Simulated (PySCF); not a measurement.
# Solvent effects on NMR parameters

Atom-mapped SMILES (the numbers label the heavy atoms): `[CH2:1]=[C:2]=[C:3]([CH3:4])[C:5]([NH2:6])=[O:7]` (H(Xn): hydrogen on atom n). Ha(N6) is cis to the C=O or C=S heteroatom; Hb(N6) is trans to the C=O or C=S heteroatom.

GIAO PBE0/pcSseg-1 in PySCF 2.14.0 with density-fitted response routines on one PBE0-D3(BJ)/def2-SVP conformer, non-relativistic, equivalent nuclei averaged. Solvents enter as an IEF-PCM continuum (dichloromethane with ε = 8.9, acetonitrile with ε = 35.7) around the gas-phase geometry. Shifts are referred to TMS computed in the same medium.

In dichloromethane, δ in ppm: C2 225.6, C5 169.1, C3 102.1, C1 86.0, C4 17.2, Hb(N6) 6.12, H(C1) 5.58, Ha(N6) 4.93, H(C4) 1.83. Dipole moment 4.93 D.

Q: How does each δ change in the more polar medium?

A: 
```
 atoms                                              environment  Δδ, acetonitrile
    C2                              central carbon of an allene               0.0
    C5                                    amide carbonyl carbon              +0.6
    C3                terminal carbon of a cumulated C=C=C unit              -0.2
    C1                terminal carbon of a cumulated C=C=C unit              +0.7
    C4                                    allylic methyl carbon              +0.1
Hb(N6)                       hydrogen on an amide-type nitrogen             +0.10
 H(C1)  hydrogen on a terminal carbon of a cumulated C=C=C unit             +0.06
Ha(N6)                       hydrogen on an amide-type nitrogen             +0.08
 H(C4)                     hydrogen on an allylic methyl carbon             -0.01
```

Changes are relative to dichloromethane. The dipole moment becomes 5.15 D in acetonitrile.

Q: Which nuclei move most (in ppm), and what does the model miss?

A: C5 (amide carbonyl carbon, +0.6 ppm) and C1 (terminal carbon of a cumulated C=C=C unit, +0.7 ppm) in acetonitrile. A continuum only polarises the solute; specific hydrogen bonds, the anisotropy of aromatic solvents and changes of geometry or conformer are outside it.
